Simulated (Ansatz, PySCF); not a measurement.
Isomers of CH8Si2. Gas-phase values, no solvent. Strings in code marks are SMILES.

Quantity: electronic energy of isomers of CH8Si2 relative to `C[SiH2][SiH3]`, in kJ/mol.

Level 1: frozen-core CCSD(T)/cc-pVDZ // PBE0-D3(BJ)/def2-TZVP (Ansatz, a program for electronic structure)
Level 2: LDA/cc-pVTZ // PBE0-D3(BJ)/def2-TZVP (Ansatz)
Level 3: PBE-D3(BJ)/def2-TZVP // PBE0-D3(BJ)/def2-TZVP (PySCF)
Level 4: B3LYP/6-31G* // PBE0-D3(BJ)/def2-TZVP (PySCF)

| species | level 1 | level 2 | level 3 | level 4 |
|---|---|---|---|---|
| `[SiH3]C[SiH3]` | 5.56 | 11.57 | 10.73 | 9.43 |
